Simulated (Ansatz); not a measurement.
A run for Ansatz (a program for electronic structure): U-CCSD(T)/def2-TZVPP on RbSr, 2S+1 = 4, a spin state set in the input, which need not be the lowest, a point of a bond scan (R = 4.372 Å). Elements past Kr take the def2 small-core potentials; no spin–orbit coupling.

Ansatz 0.2 input:
```yaml
crystal:
  periodic: [false, false, false]
  atoms:
    - {symbol: Rb, position_ang: [0.00000000, 0.00000000, 0.00000000]}
    - {symbol: Sr, position_ang: [0.00000000, 0.00000000, 4.37183900]}
basis:
  gaussian:
    orbitals: def2-TZVPP
    pivot_positions_ang: [[0.00000000, 0.00000000, 0.00000000], [0.00000000, 0.00000000, 4.37183900]]
magnetization: {spin_polarized: true, initial_magnetization: 3}
correlation: {method: ccsd_t, electrons: valence}
output: {orbitals: {seedname: ./end}}
```

Question: Give the final energy of this run.

Answer: -54.4292 hartree (reference determinant -54.1169, T1 diagnostic 0.027).

Question: How many basis functions does it have, and what does it roughly cost on one machine?

Answer: 80 functions; about 70 core-seconds (a rough figure).
